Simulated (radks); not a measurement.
Task: Isoelectronic series with 5 electrons, all held in the configuration [He] 2s2 2p1, which need not be the ground one along the series. Calculated with a radial shooting solver on a logarithmic mesh with Libxc functionals: scalar-relativistic Kohn-Sham, r2SCAN, spin-polarised, spherical densities, finite nucleus; open shells are filled with parallel spins first (spin-orbit coupling, left out, can overturn this in heavy ions); meta-GGA in the generalised Kohn-Sham scheme; Fermi nuclear charge, rms radius of each element as measured or else 0.836 A^(1/3) + 0.57 fm. Total energies (hartree) and mean radii <r> (bohr) (* marks an orbital that is empty in some or all of the ions):

ion,E (hartree),2p down*,2p up,2s down
B,-24.62923,2.306,2.242,1.987
Ne5+,-116.11653,0.6786,0.6657,0.7405
P10+,-276.90881,0.4021,0.3975,0.4559
Ca15+,-507.64849,0.2858,0.2834,0.3289
Mn20+,-809.30598,0.2215,0.2201,0.2567
Zn25+,-1183.17502,0.1806,0.1797,0.2100
Br30+,-1630.89775,0.1522,0.1516,0.1773
Zr35+,-2154.50276,0.1314,0.1309,0.1530
Rh40+,-2756.44421,0.1154,0.1150,0.1341
Cs50+,-4207.7104,0.09247,0.09223,0.1068
Nd55+,-5064.7426,0.08392,0.08372,0.09649
Tb60+,-6015.7372,0.07671,0.07654,0.08771
Yb65+,-7066.5782,0.07052,0.07038,0.08011
Re70+,-8224.5164,0.06516,0.06504,0.07344

Estimate the row of Sn45+.

Result: E (hartree) -3439.67473; 2p down* 0.1028; 2p up 0.1025; 2s down 0.1191.
